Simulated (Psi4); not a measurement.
Computed with SAPT0/jun-cc-pVDZ, frozen core (Psi4 1.11).

Psi4 input:

```
molecule {
0 1
C 0.76137569 0.05144533 0.00448087
C -0.76137585 -0.05144536 -0.00448086
H 1.08856417 1.08866868 0.10019151
H 1.19147804 -0.34600064 -0.91698214
H 1.19211547 -0.50806779 0.83722065
H -1.19213401 0.50833535 -0.83703123
H -1.19145945 0.34570295 0.91711928
H -1.08856406 -1.08863852 -0.10051807
--
0 1
C 1.69062323 -2.30776005 3.29693385
F 2.98842685 -2.08287296 3.73916436
H 1.24820105 -1.35449783 3.00473451
H 1.72297929 -2.98426622 2.44193679
H 1.11529008 -2.75544897 4.10831129
units angstrom
symmetry c1
no_reorient
no_com
}
set basis jun-cc-pvdz
set scf_type df
set freeze_core true
energy('sapt0')
```

Part of the output:

```
    SAPT Results
  --------------------------------------------------------------------------------------------------------
    Electrostatics                 -0.25118067 [mEh]      -0.15761825 [kcal/mol]      -0.65947475 [kJ/mol]
      Elst10,r                     -0.25118067 [mEh]      -0.15761825 [kcal/mol]      -0.65947475 [kJ/mol]

    Exchange                        1.42871778 [mEh]       0.89653394 [kcal/mol]       3.75109802 [kJ/mol]
      Exch10                        1.42871778 [mEh]       0.89653394 [kcal/mol]       3.75109802 [kJ/mol]
      Exch10(S^2)                   1.42663779 [mEh]       0.89522873 [kcal/mol]       3.74563700 [kJ/mol]

    Induction                      -0.16824333 [mEh]      -0.10557428 [kcal/mol]      -0.44172280 [kJ/mol]
      Ind20,r                      -0.24063121 [mEh]      -0.15099836 [kcal/mol]      -0.63177715 [kJ/mol]
      Exch-Ind20,r                  0.17011200 [mEh]       0.10674689 [kcal/mol]       0.44662899 [kJ/mol]
      delta HF,r (2)               -0.09772412 [mEh]      -0.06132281 [kcal/mol]      -0.25657464 [kJ/mol]

    Dispersion                     -0.97854450 [mEh]      -0.61404594 [kcal/mol]      -2.56916822 [kJ/mol]
      Disp20                       -1.05538001 [mEh]      -0.66226096 [kcal/mol]      -2.77089984 [kJ/mol]
      Exch-Disp20                   0.07683552 [mEh]       0.04821501 [kcal/mol]       0.20173162 [kJ/mol]
      Disp20 (SS)                  -0.52769001 [mEh]      -0.33113048 [kcal/mol]      -1.38544992 [kJ/mol]
      Disp20 (OS)                  -0.52769001 [mEh]      -0.33113048 [kcal/mol]      -1.38544992 [kJ/mol]
      Exch-Disp20 (SS)              0.04388552 [mEh]       0.02753858 [kcal/mol]       0.11522141 [kJ/mol]
      Exch-Disp20 (OS)              0.03295000 [mEh]       0.02067644 [kcal/mol]       0.08651020 [kJ/mol]

  Total HF                          1.00929379 [mEh]       0.63334141 [kcal/mol]       2.64990048 [kJ/mol]
  Total SAPT0                       0.03074929 [mEh]       0.01929547 [kcal/mol]       0.08073226 [kJ/mol]
```
